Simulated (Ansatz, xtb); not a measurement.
## Isomers of C2H6ClFSi in order of energy

3 gas-phase structures of C2H6ClFSi, from a drawn sample of its isomers (lower ones may exist). Each was relaxed with GFN2-xTB; where two conformers were screened, the lower at r2SCAN-D4/def2-SVP is listed:

A. `C[Si@@H](Cl)CF`, a singlet
B. `C[Si](C)(F)Cl`, a singlet
C. `C[Si@@H](F)CCl`, a singlet

Task: Make a reasoned guess at their ranking by r2SCAN-D4/def2-SVP single-point energy.

Result: Calculated order at r2SCAN-D4/def2-SVP: B (0.0), C (45.9), A (60.2) kcal/mol.

Energies above the lowest of each column, in kcal/mol; the last columns are at PBE0-D3(BJ)/def2-SVP geometries:

```json
{"structure": "B", "GFN2-xTB": "0.0", "HF/STO-3G": "0.0", "r2SCAN-D4/def2-SVP": "0.0", "PBE0-D3(BJ)/def2-SVP": "0.0", "CCSD(T)/def2-SVP + ΔMP2/def2-TZVPP": "0.0"}
{"structure": "C", "GFN2-xTB": "27.9", "HF/STO-3G": "43.9", "r2SCAN-D4/def2-SVP": "45.9", "PBE0-D3(BJ)/def2-SVP": "45.4", "CCSD(T)/def2-SVP + ΔMP2/def2-TZVPP": "45.0"}
{"structure": "A", "GFN2-xTB": "40.2", "HF/STO-3G": "28.7", "r2SCAN-D4/def2-SVP": "60.2", "PBE0-D3(BJ)/def2-SVP": "58.1", "CCSD(T)/def2-SVP + ΔMP2/def2-TZVPP": "63.7"}
```

Every level run on B puts it lowest or level with the lowest. Flexible structures stand in one conformer each, not always the lowest. The ΔMP2 step shifts differences by up to 4.1 kcal/mol, which makes them less sure. ΔMP2 is the change of the MP2 energy from the smaller to the larger basis.

Programs: Ansatz 0.2.0, xtb 6.7.1.
